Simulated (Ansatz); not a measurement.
Reaction (isomerisation): `OC[SiH2]P` → `C[SiH](O)P`

Isolated molecules relaxed with PBE0-D4/def2-TZVP in Ansatz; ΔE leaves out vibrations. CBS: MP2 limit from def2 TZ/QZ plus the TZ coupled-cluster correction, frozen cores. DFT in def2-TZVPP. B3LYP here is the variant with VWN-RPA as its local correlation; programs differ in this. One conformer a species, not always the lowest.

| level | ΔE (kcal/mol) |
| --- | --- |
| B3LYP | -48.6 |
| CCSD/CBS(def2) | -50.5 |

Q: What does CCSD(T)/CBS give? (An estimate is asked.)

A: Computed: -50.2 kcal/mol. The listed levels differ from it by 1.6, -0.3 kcal/mol.

Largest T1 diagnostic among the species: 0.013.

From PBE to PBE0 (25 % exact exchange), in def2-TZVPP and without D4, ΔE moves by −1.7 kcal/mol.

CCSD(T)/CBS has its own doubt, a few kJ/mol and more with outer-core shells, so smaller differences from it don't rank the levels.
